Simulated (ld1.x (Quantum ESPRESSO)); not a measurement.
## Before and after: TM potential for Pb (Z = 82)

ld1.x (Quantum ESPRESSO) 7.5 input, shortened:

```
&input
   title='Pb', zed=82., rel=1, dft='PBE', iswitch=3,
   config='[Xe] 4f14 5d10 6s2 6p2'
 /
 &inputp
   pseudotype=2, tm=.true., lloc=-1, rcloc=2.30,
   nlcc=.true., rcore=1.50
 /
2
6S  1  0   2.00   0.00  1.90  1.90  0.0
6P  2  1   2.00   0.00  2.85  2.85  0.0
 &test
   configts(1)='6s2 6p2'
 /
```

Change: all radii but the core radius scaled by about 1.37 (s 2.60, p 3.90 bohr); local potential all-electron potential smoothed inside 3.16 bohr (lloc = -1).

Cutoffs: the cutoffs (Ry, on a coarse ladder) from which the occupation-weighted sum of valence levels, in a spherical-Bessel basis at the reference potential, stays within 10 and 1 mRy of its value at 400 Ry; they do not see the model core or the augmentation charge, which bear on the density cutoff. Errors are all-electron minus pseudo energies relative to the spin-unpolarised reference configuration.

**Question.** How do hardness, ghosts and transferability respond?

**Answer.** The potential gets softer (21 Ry and 35 Ry → 15 Ry and 25 Ry); of the 7 tests that both files solve, the error grows in 3 and shrinks in 2 by more than 15 % and 0.3 meV (median size 77.0 → 67.9 meV); neither file shows a bound ghost. A larger radius leaves more room for a smooth pseudo-wave, so fewer plane waves are needed.

| quantity | base | changed |
| --- | --- | --- |
| cutoff, loose | 21 Ry | 15 Ry |
| cutoff, tight | 35 Ry | 25 Ry |
| loose cutoff by channel (10 mRy a level) | s 12 Ry, p 6 Ry | s 8 Ry, p 6 Ry |
| bound ghosts | none | none |
| error for 6s2 6p1, meV [ΔE 6.58 eV] | -17 | -24 |
| error for 6s2 6p0, meV [ΔE 20.02 eV] | -120 | -191 |
| error for 6s1 6p0, meV [ΔE 52.43 eV] | -607 | -827 |
| error for 6s1 6p3, meV [ΔE 8.74 eV] | -34 | -21 |
| error for 6s2 6p2.3, meV [ΔE -0.80 eV] | +0.1 | 0.0 |
| error for 6s0 6p4, meV [ΔE 17.83 eV] | -130 | -68 |
| error for 6s1 6p2, meV [ΔE 16.10 eV] | -77 | -68 |
